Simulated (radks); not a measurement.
Results of a calculation; reference values are marked as such.
Coulomb parameter of the 4f shell of the dysprosium ion Dy3+ in the model configuration [Xe] 4f8 5d1, as a second difference U = [E(n + 0.5) + E(n - 0.5) - 2 E(n)] / (0.5)^2 with all orbitals relaxed. "Bare": the charge of the atom changes with n. "Screened": the 5d shell takes up the change at fixed total charge, which measures U(4f,4f) + U(5d,5d) - 2 U(4f,5d). Code: a radial shooting solver on a logarithmic mesh with Libxc functionals. Model: scalar-relativistic Kohn-Sham, r2SCAN, spin-unpolarised, spherical densities, finite nucleus; meta-GGA in the generalised Kohn-Sham scheme; Fermi nuclear charge, rms radius 5.2218 fm.

| case | configuration | E - E(n) (eV) |
|---|---|---|
| start | [Xe] 4f8 5d1 | 0.000 |
| bare +0.5 | [Xe] 4f8.5 5d1 | -18.460 |
| bare -0.5 | [Xe] 4f7.5 5d1 | 23.493 |
| screened +0.5 | [Xe] 4f8.5 5d0.5 | -7.061 |
| screened -0.5 | [Xe] 4f7.5 5d1.5 | 8.479 |

U(bare) = 20.133 eV, U(screened by 5d) = 5.671 eV, against the Slater integral F0(4f,4f) = 32.863 eV with frozen orbitals.
